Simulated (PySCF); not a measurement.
# Eu(NH2)2 relaxed at several levels

Computed with PySCF 2.14.0, def2-SVP on the ligands, density fitting, scalar-relativistic core potentials, no spin-orbit coupling, vacuum. Each row is relaxed at its own level from the same template. Distances are means of the shortest metal–ligand contacts, charges and spins Mulliken's; removal energies are rigid, with the ligand's formal charge and no counterpoise, so too large; for an anion taken off a cation in vacuum most of it is the attraction of opposite charges, and multiply charged cations can part far more cheaply with an electron moved from ligand to metal. lcecp potentials hold a fixed number of 4f electrons in the core, out of states, spins and gaps.

```json
{"level": "r2SCAN", "basis on the metal": "lcecp-0-SVP with ECP53", "point group": "C2v", "M–NH2 (Å)": "2.308", "charge on M (e)": "0.70", "dipole (D)": "5.07", "removal of one NH2 (eV)": "9.11", "strongest infrared band, degenerate modes summed (cm⁻¹)": "–", "unstable modes (below −25 cm⁻¹)": "not given"}
```

**Question.** What does the calculation give for BP86, lcecp-0-SVP with ECP53?

**Answer.** point group: C2v, M–NH2 (Å): 2.307, charge on M (e): 0.58, dipole (D): 4.77, removal of one NH2 (eV): 9.15, strongest infrared band, degenerate modes summed (cm⁻¹): 422, unstable modes (below −25 cm⁻¹): 0.
```xyz
7

Eu   -1.1453   -0.1847   -0.0115
N     0.1305   -0.0639    1.9059
H     1.1517    0.0950    1.9112
H    -0.1150   -0.1423    2.9058
N     0.1342    0.1212   -1.9070
H     1.1534    0.2918   -1.8940
H    -0.1108    0.1488   -2.9103
```

Moved off a saddle point of the template and relaxed again: BP86, r2SCAN. One start shape was tried for each, so a minimum needn't be the lowest isomer.
